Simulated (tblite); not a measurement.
A tight-binding relaxation on `CCCC[P@H](=[Se])CC`.

Computed with GFN2-xTB geometry optimisation, gas phase (tblite 0.8.0). Start geometry: from a force field or distance geometry. A driver script takes a list of jobs; this job's settings line and coordinates (Å) are shown.

Command:
```bash
OMP_NUM_THREADS=1 python probes_run.py task.json out
```

Input:
```
{"job": {"kind": "relax", "xc": "GFN2-xTB", "basis": "xTB"}, "charge": 0, "multiplicity": 1}
C      3.599600     0.519700    -0.183200
C      2.176900    -0.011800    -0.467300
C      1.434800    -0.184500     0.840900
C      0.033300    -0.695000     0.678900
P     -0.994400     0.379800    -0.319900
Se    -1.004000     2.243900     0.564800
C     -2.579100    -0.449000    -0.640600
C     -3.706500     0.120700     0.195200
H      3.958500     1.092600    -1.049400
H      4.230900    -0.391000    -0.059400
H      3.567600     1.076700     0.759500
H      2.272100    -1.054400    -0.891700
H      1.641900     0.624800    -1.163800
H      1.407100     0.785800     1.391500
H      2.006600    -0.889600     1.465000
H     -0.454100    -0.746600     1.701600
H      0.037700    -1.722200     0.232400
H     -0.358300     0.643000    -1.553600
H     -2.808600    -0.443900    -1.719700
H     -2.428400    -1.504500    -0.280700
H     -4.124600     1.016600    -0.294400
H     -4.525900    -0.639900     0.180400
H     -3.387800     0.256000     1.237400
```

Output:
```
step      E/eV     max force
  0    -713.03806    1.853
  1    -713.25818    0.913
  2    -713.34747    0.696
  3    -713.42389    0.658
  4    -713.47196    0.372
  5    -713.49506    0.301
  6    -713.51421    0.282
  7    -713.52941    0.270
  8    -713.54261    0.209
  9    -713.55280    0.213
... (111 lines left out)
121    -713.74112    0.034
122    -713.74124    0.020
123    -713.74131    0.017
124    -713.74138    0.028
125    -713.74145    0.028
126    -713.74150    0.014
127    -713.74153    0.010
128    -713.74155    0.011
129    -713.74157    0.013
130    -713.74159    0.009
```

«max force» is the largest atomic force in eV/Å.

Question: From which step on does the largest force stay under 0.1 eV/Å, and how much energy is left to gain from there?

Answer: From step 71 (0.089 eV/Å), 21.1 meV above the end.

In short: energy lowered by 16.2 kcal/mol over 130 steps; largest atomic force 0.009 eV/Å at the end.

Hardware: one thread of an Arm Neoverse N1, on a shared host. Cost: 2.0 s wall.
Labels such as C1 count atoms from 1, the log's own numbers from 0.
